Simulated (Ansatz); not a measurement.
Relaxation of Li3Al⁻ with UKS r2SCAN-D4/def2-TZVPD.

```sh
$ ansatz run in.yaml --threads 4 --pin off --events-out ev --progress --plain --max-ram 3916MiB
```

```yaml
crystal:
  periodic: [false, false, false]
  atoms:
    - {symbol: Li, position_ang: [1.210090, -0.338910, -0.028650]}
    - {symbol: Li, position_ang: [-0.516180, -1.921580, -0.015040]}
    - {symbol: Li, position_ang: [-1.216290, 0.316960, 0.046050]}
    - {symbol: Al, position_ang: [0.522390, 1.943530, -0.002370]}
basis:
  gaussian: {orbitals: def2-TZVPD}
total_charge: -1
magnetization: {spin_polarized: true, initial_magnetization: 1}
hamiltonian: {xc: r2scan, dispersion: d4}
scf: {omitted_lower_state_checks: [starts]}
output: {orbitals: {seedname: orbitals}}
relax: {f_tol: 0.02, max_steps: 100}
```

Run time 2.6 min (4 threads of Arm Neoverse V1 on a shared host).

Positions (Å) and forces (eV/Å) at steps 1, 2, 3, 4, 5, 7, 8, 9, 10, 11, 12, 13, 14, 15, 16, 18, 19, 22 of 22:

```xyz
4
step=1 energy=-7208.0391 eV
Li    1.210   -0.339   -0.029    1.230   -0.337   -0.024
Li   -0.516   -1.922   -0.015   -0.289   -1.433   -0.023
Li   -1.216    0.317    0.046   -1.283    0.495    0.056
Al    0.522    1.944   -0.002    0.342    1.276   -0.010
4
step=2 energy=-7208.6113 eV
Li    1.357   -0.351   -0.031    0.455   -0.080   -0.006
Li   -0.552   -2.114   -0.018   -0.125   -0.628   -0.012
Li   -1.360    0.406    0.053   -0.489    0.208    0.024
Al    0.555    2.059   -0.003    0.159    0.500   -0.006
4
step=3 energy=-7208.7774 eV
Li    1.443   -0.349   -0.030    0.029    0.074    0.005
Li   -0.584   -2.305   -0.024   -0.044   -0.206   -0.007
Li   -1.458    0.471    0.061    0.001    0.091    0.006
Al    0.599    2.184   -0.007    0.013    0.041   -0.005
4
step=4 energy=-7208.8052 eV
Li    1.410   -0.317   -0.021   -0.025    0.083    0.006
Li   -0.608   -2.432   -0.032   -0.038   -0.114   -0.005
Li   -1.423    0.493    0.067    0.073    0.044    0.002
Al    0.621    2.255   -0.015   -0.009   -0.013   -0.003
4
step=5 energy=-7208.8186 eV
Li    1.319   -0.256   -0.005    0.121    0.015    0.003
Li   -0.651   -2.579   -0.044   -0.029   -0.019   -0.005
Li   -1.311    0.490    0.075   -0.072    0.038    0.007
Al    0.642    2.345   -0.026   -0.020   -0.034   -0.005
4
step=7 energy=-7208.8296 eV
Li    1.402   -0.241    0.135   -0.004   -0.004    0.011
Li   -0.686   -2.547   -0.174   -0.001   -0.005   -0.009
Li   -1.323    0.483    0.225    0.000   -0.005    0.011
Al    0.607    2.306   -0.186    0.004    0.015   -0.013
4
step=8 energy=-7208.8336 eV
Li    1.369   -0.255    0.301    0.021    0.046   -0.004
Li   -0.655   -2.520   -0.330   -0.007    0.023   -0.005
Li   -1.317    0.500    0.409    0.013    0.025   -0.011
Al    0.603    2.275   -0.379   -0.027   -0.095    0.020
4
step=9 energy=-7208.8388 eV
Li    1.380   -0.257    0.372    0.008    0.045   -0.001
Li   -0.642   -2.465   -0.398   -0.005    0.030   -0.008
Li   -1.324    0.505    0.484    0.026    0.021   -0.012
Al    0.585    2.217   -0.458   -0.029   -0.096    0.021
4
step=10 energy=-7208.8515 eV
Li    1.384   -0.258    0.496    0.005    0.058   -0.006
Li   -0.616   -2.373   -0.517    0.004    0.063   -0.014
Li   -1.324    0.514    0.614    0.035    0.032   -0.020
Al    0.556    2.117   -0.593   -0.044   -0.153    0.039
4
step=11 energy=-7208.8895 eV
Li    1.399   -0.256    0.608    0.002    0.043    0.017
Li   -0.584   -2.233   -0.628    0.019    0.107   -0.034
Li   -1.325    0.523    0.728    0.028    0.025    0.004
Al    0.510    1.966   -0.707   -0.049   -0.175    0.014
4
step=12 energy=-7208.9566 eV
Li    1.408   -0.258    0.704    0.005    0.034    0.045
Li   -0.542   -2.076   -0.731    0.035    0.165   -0.060
Li   -1.327    0.533    0.827    0.020    0.023    0.033
Al    0.462    1.801   -0.801   -0.061   -0.221   -0.018
4
step=13 energy=-7209.0518 eV
Li    1.411   -0.251    0.808    0.016    0.037    0.046
Li   -0.511   -1.918   -0.838    0.054    0.232   -0.073
Li   -1.316    0.529    0.919    0.013    0.034    0.033
Al    0.416    1.641   -0.889   -0.083   -0.302   -0.006
4
step=14 energy=-7209.1705 eV
Li    1.428   -0.246    0.880    0.003    0.036    0.058
Li   -0.473   -1.752   -0.908    0.063    0.255   -0.088
Li   -1.320    0.536    0.982    0.022    0.031    0.051
Al    0.365    1.461   -0.954   -0.088   -0.321   -0.021
4
step=15 energy=-7209.2764 eV
Li    1.443   -0.237    0.939   -0.010    0.028    0.067
Li   -0.434   -1.589   -0.969    0.037    0.138   -0.089
Li   -1.322    0.549    1.034    0.027    0.024    0.065
Al    0.313    1.277   -1.004   -0.054   -0.190   -0.042
4
step=16 energy=-7209.2965 eV
Li    1.426   -0.209    1.036   -0.017    0.008   -0.034
Li   -0.397   -1.476   -1.085   -0.040   -0.192    0.004
Li   -1.293    0.583    1.124    0.022    0.015   -0.036
Al    0.264    1.103   -1.075    0.035    0.168    0.066
4
step=18 energy=-7209.3068 eV rejected
Li    1.439   -0.238    0.992   -0.050    0.008    0.003
Li   -0.383   -1.529   -1.062    0.008   -0.016   -0.008
Li   -1.320    0.609    1.108    0.048   -0.001    0.004
Al    0.265    1.157   -1.038   -0.006    0.009    0.001
4
step=19 energy=-7209.3083 eV
Li    1.416   -0.229    1.003   -0.006   -0.002   -0.004
Li   -0.383   -1.537   -1.075    0.006    0.000    0.001
Li   -1.295    0.608    1.116    0.003    0.004    0.001
Al    0.262    1.158   -1.044   -0.003   -0.002    0.003
4
step=22 energy=-7209.3088 eV
Li    1.402   -0.261    0.983   -0.003    0.000    0.002
Li   -0.342   -1.544   -1.072    0.004    0.006   -0.003
Li   -1.303    0.642    1.130    0.002    0.002    0.004
Al    0.244    1.163   -1.041   -0.003   -0.008   -0.002
```

The charge -1 doublet is spin-contaminated (final ⟨S²⟩ up to 1.39, 0.75 for a pure state). The highest occupied level of the charge -1 doublet lies above zero (up to 0.35 eV). Its loss leaves the charge 0 triplet, which lies 0.87 eV higher (vertical, at r2SCAN-D4/def2-TZVPD), but this difference is unsure: the triplet is doubtful (geometry relaxed on an unsound state). The structure comes from a short search, and lower isomers may exist.
